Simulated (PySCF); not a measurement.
# N⁺: ionisation energy

N⁺ [He] 2s2 2p2 (3P) → N²⁺ [He] 2s2 2p1 (2P), as a difference of total energies. Calculation: PySCF 2.14, in def2-QZVPPD (8s4p4d2f1g, 63 functions); no relativity, point nucleus. Correlated levels: valence: 1s2 frozen. The calculations carry no spin-orbit coupling.

```json
{"method": "UHF", "ionisation energy (eV)": "29.209"}
{"method": "MP2 (valence)", "ionisation energy (eV)": "29.666"}
{"method": "SCS-MP2 (valence)", "ionisation energy (eV)": "29.525"}
{"method": "CCSD (valence)", "ionisation energy (eV)": "29.505"}
{"method": "CCSD(T) (valence)", "ionisation energy (eV)": "29.523"}
```

How much does correlation contribute at CCSD(T) (valence)?

29.523 − (29.209) = 0.314 eV, measured against UHF.

Errors of the correlated levels include the incompleteness of this basis and the frozen core.

For comparison: 29.601 eV (semi-empirical (NIST evaluation); NIST Atomic Spectra Database, ionization energies).
